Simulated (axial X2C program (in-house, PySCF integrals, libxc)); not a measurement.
The numbers below are computed, except where a source is named.
## CrC: input and output

Program: an in-house all-electron X2C program for linear molecules (integrals from PySCF).

Input file and command:
```json
{"zs": [24, 6], "q": 0, "bas": ["dyall-cv3z", "dyall-v3z"], "levels": ["PBE0", "HF", "TPSS"], "cc": true, "r0": 1.78, "thr": -2.0, "nmax": 90, "npts": 10, "nst": 2, "ntry": 6}
```
```bash
python so2c.py task.json out
```

Keys: zs atomic numbers; q charge; bas basis sets; levels methods; cc coupled cluster on or off; r0 starting distance in Å; thr threshold in hartree for freezing inner shells (an s shell follows its p shell); nmax most natural virtual spinors; npts points on the curve; nst determinants followed; ntry starts of the search. HF also brings MP2.

Output of the HF step, with spin–orbit coupling, at R = 1.683 Å for the state Ω = 1. It starts from PBE0 orbitals of this distance.

```
two-component X2C + atomic mean field  HF
basis functions 150  fitting functions 865  grid points 5075
iter        total energy     max residual
   1      -1087.052874142     1.93e-01
   2      -1087.099511461     1.93e-02
   3      -1087.119816777     8.13e-02
   4      -1087.124325055     2.41e-02
   5      -1087.126012499     5.80e-03
   6      -1087.126473566     6.40e-03
   7      -1087.126669719     2.62e-03
   8      -1087.126899820     2.68e-03
   9      -1087.127056173     4.15e-03
  10      -1087.127204835     2.81e-03
  11      -1087.127263857     6.14e-04
  12      -1087.127277339     3.11e-04
  13      -1087.127280174     3.14e-04
  14      -1087.127281116     1.23e-04
  15      -1087.127281400     4.03e-05
  16      -1087.127281471     3.53e-05
  17      -1087.127281485     1.70e-05
  18      -1087.127281487     5.71e-06
  19      -1087.127281488     4.29e-06
  20      -1087.127281489     4.85e-06
  21      -1087.127281489     1.77e-06
converged
one-electron -1587.56047585  Coulomb 508.77187629  exact exchange -53.35325531  xc functional 0.00000000  nuclear repulsion 45.27719452  atomic mean-field constant -0.26262113
correlated 10  virtual 234  natural virtual 90  E(MP2) -0.229112524  MP2 remainder -0.009078605
iter   CCSD correlation   residual
   1     -0.228151434   1.28e-01
   2     -0.237279319   8.05e-02
   3     -0.246825926   5.78e-02
   4     -0.252364935   3.60e-02
   5     -0.255011650   1.91e-02
   6     -0.255659385   1.00e-02
   7     -0.255931407   5.09e-03
   8     -0.255974457   2.84e-03
   9     -0.256008921   1.62e-03
  10     -0.256039130   8.42e-04
  11     -0.256028214   4.12e-04
  12     -0.256035720   2.13e-04
  13     -0.256034249   1.30e-04
  14     -0.256038998   7.91e-05
  15     -0.256042220   4.40e-05
  16     -0.256044674   2.56e-05
  17     -0.256045283   1.20e-05
  18     -0.256045313   6.53e-06
  19     -0.256045237   3.89e-06
  20     -0.256045199   2.22e-06
  21     -0.256045158   1.14e-06
  22     -0.256045159   7.03e-07
(T) -0.014387979  T1 0.1109  D1 0.1708  max T2 0.060
```
Energies are in hartree; totals compare only within one Hamiltonian and basis. T1 is large, a sign of multireference character or of a spin-contaminated reference. T1 in the output is the amplitude norm over the root of the electron number; divide by √2 for the Lee–Taylor value. The determinant is spin-polarised beyond a pure state at some levels (its spin-free form has ⟨S²⟩ too high), which makes Re and μ there less reliable.
